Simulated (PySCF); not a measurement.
Computed shifts of a molecule CH₇ClOSi₃, PySCF with PBE/pcSseg-1, GIAO, gas phase, atoms alike by connectivity averaged where their shifts nearly agree, in ppm (number of nuclei): ²⁹Si: 23.3 (1), -67.9 (1), -121.5 (1). ¹³C: 57.1 (1). ¹H: 6.42 (1), 4.80 (1), 4.56 (1), 4.25 (1), 4.03 (1), 3.62 (2). References: ³⁵Cl against HCl (σ = 936.5 ppm); ²⁹Si against TMS (σ = 335.4 ppm); ¹⁷O against H2O (σ = 334.3 ppm); ¹³C against TMS (σ = 182.0 ppm); ¹H against TMS (σ = 31.49 ppm), references at their B3LYP-D3(BJ)/def2-TZVP geometries, non-relativistic (without spin–orbit terms, shifts of atoms bonded to Cl or Br come out too high). Coordinates come from a PBE0-D3(BJ)/def2-SVP optimisation. The values are those of a single conformer.

Question: Which molecule gave these data?
A. O[Si@@H]1C[SiH2][Si@H]1Cl
B. Cl[Si@@H]1C[SiH2][SiH2]O1
C. Cl[Si@@H]1OC[SiH2][SiH2]1
D. O[C@@H]1[SiH2][SiH2][Si@H]1Cl

Answer: C, Cl[Si@@H]1OC[SiH2][SiH2]1
